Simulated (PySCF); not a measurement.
**Ba: excitation energy**

Ba [Xe] 6s2 (1S) → Ba [Xe] 6s1 6p1 (3P), as a difference of total energies. Calculation: PySCF 2.14, in aug-cc-pVDZ-X2C (8s7p5d, 54 functions); the spin-free X2C one-electron Hamiltonian (Gaussian nucleus). Correlated levels: valence: [Xe] frozen. The calculations carry no spin-orbit coupling.

| method | excitation energy (eV) |
| --- | --- |
| UHF | 0.803 |
| LDA | 1.717 |
| PBE | 1.555 |
| PBE0 | 1.452 |
| r2SCAN | 1.290 |
| B3LYP | 1.667 |
| BHandHLYP | 1.582 |
| TPSS | 1.466 |
| SCS-MP2 (valence) | 1.282 |

Problem. Estimate what MP2 (valence) gives.

Solution. 1.180 eV, closest to SCS-MP2 (valence) among the rows shown.

Problem. Estimate what M06-2X gives.

Solution. 1.813 eV, closest to LDA among the rows shown.

Errors of the correlated levels include the incompleteness of this basis and the frozen core.

For comparison: 1.622 eV (measured; NIST levels, between the centres of gravity of the two terms).
